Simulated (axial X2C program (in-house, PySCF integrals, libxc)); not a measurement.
ZrCl⁺ along the bond: PBEsol, two-component

Computed with an axial X2C code built on PySCF integrals. Two-component (2c) means X2C with spin–orbit coupling and atomic mean-field two-electron Coulomb and Gaunt terms. Basis: Zr dyall-cv3z [11s12p9d6f3g], Cl dyall-av3z [9s8p3d2f] (cores contracted in-house); Gaussian nuclei, density fitting, unrestricted open shells. Masses: Zr 89.905 u, Cl 34.969 u.

State: Ω = 1 (⟨Sz⟩ = -1.00, ⟨Lz⟩ = 2.00 at PBEsol). Dipoles are positive if Cl is the positive end and refer to the centre of mass.

```tsv
R (Å)	μ (D)	HOMO (eV)	LUMO (eV)
1.945	-3.083	-9.86	-9.77
2.035	-3.526	-10.00	-9.90
2.102	-3.864	-10.10	-10.00
2.169	-4.205	-10.19	-10.09
2.236	-4.548	-10.29	-10.18
2.314	-4.945	-10.39	-10.29
2.393	-5.336	-10.48	-10.38
2.493	-5.825	-10.59	-10.49
2.616	-6.389	-10.69	-10.61
```

Task: The minimum lies at 2.217 Å. What is the dipole moment there?

Result: At PBEsol, 2c, with the sign and origin stated: μ = -4.45 D.

One determinant describes the state; a PBE0 search over occupations chose it and may have missed a lower one. Density functionals use the spin component along the axis (collinear). PBE0 can misorder states that lie within some tenths of an eV, so this need not be the ground state of the molecule. The nearest other 2c determinant of the search, Ω = 3, lies 0.10 eV up at the distance of the search. The functionals have no current-density term, which raises determinants with orbital currents, atoms included. With several unpaired electrons one determinant need not be a pure state.
